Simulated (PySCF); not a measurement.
C₄H₅BO₂. Atoms are numbered in the order given.

```xyz
12

C     -0.3947     3.1543     0.0000
C     -0.1677     1.9560     0.0000
B      0.1879     0.4550     0.0000
O      1.4884     0.0383     0.0000
O     -0.8473    -0.4384     0.0000
C     -0.8322    -1.8063     0.0000
C      0.2270    -2.6229     0.0000
H     -0.6117     4.2066     0.0000
H      2.1052     0.7846     0.0000
H     -1.8558    -2.1904     0.0000
H      1.2545    -2.2622     0.0000
H      0.0454    -3.6992     0.0000
```
Charge 0, spin multiplicity 1.

Coordinates come from a TPSSh-D3(BJ)/def2-SVP optimisation. The structure was generated by enumeration, and PubChem lists no compound with its InChIKey, so it may never have been made. The values are those of a single conformer.

These are PBE/pcSseg-1 in PySCF values and carry that method's errors.

GIAO shieldings, no solvent; atoms listed in one row are averaged. δ = σ(ref) − σ: ¹³C against TMS (σ = 182.0 ppm); ¹¹B against BF3 (σ = 83.9 ppm); ¹⁷O against H2O (σ = 334.3 ppm); ¹H against TMS (σ = 31.49 ppm), references at their B3LYP-D3(BJ)/def2-TZVP geometries, non-relativistic.

Computed chemical shifts:
```csv
nucleus,atoms,count,δ (ppm)
¹³C,C6,1,156.0
¹³C,C7,1,108.4
¹³C,C1,1,93.4
¹³C,C2,1,88.2
¹¹B,B3,1,6.4
¹⁷O,O5,1,204.7
¹⁷O,O4,1,167.0
¹H,H10,1,6.72
¹H,H11,1,6.07
¹H,H9,1,5.23
¹H,H12,1,5.07
¹H,H8,1,2.43
```
